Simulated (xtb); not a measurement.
Zn(Cl)(OSiH3) (ClH3OSiZn), SMILES [SiH3][O][Zn][Cl]. All values are semi-empirical tight-binding results from xtb (GFN2-xTB unless named), good for trends rather than for accurate numbers. Geometry: GFN2-xTB. The structure was generated by enumeration; whether it is a known compound was not checked. Other conformers were not sampled.

Optimised geometry:

```xyz
7

Zn    -0.4252     0.3657     0.0626
Cl    -1.3647     1.2693     1.6499
O      0.8161    -0.7278    -0.4187
Si     1.6893    -1.5337    -1.5148
H      0.7954    -2.3695    -2.3241
H      2.5950    -2.3138    -0.6721
H      2.3884    -0.5714    -2.3736
```
Charge 0, spin multiplicity 1.

For metal compounds this method's bond lengths and energies can be far off.

Computed properties:
The point group as xtb finds it comes out as Cs and the orbital gap is 2.85 eV. The zero-point energy is 17.3 kcal/mol and the G − E(el) at 298.15 K (modified RRHO) is -3.4 kcal/mol.

Question: Give the atomic charges and the Wiberg bond orders between heavy atoms. (An estimate is asked for; the answer gives what the named calculation found.)

Answer: charges (e) Zn1 0.34, Cl2 -0.15, O3 -0.46, Si4 0.50, H5 -0.09, H6 -0.07, H7 -0.09. Bond orders Zn1–Cl2 1.03, Zn1–O3 0.89, O3–Si4 1.10.
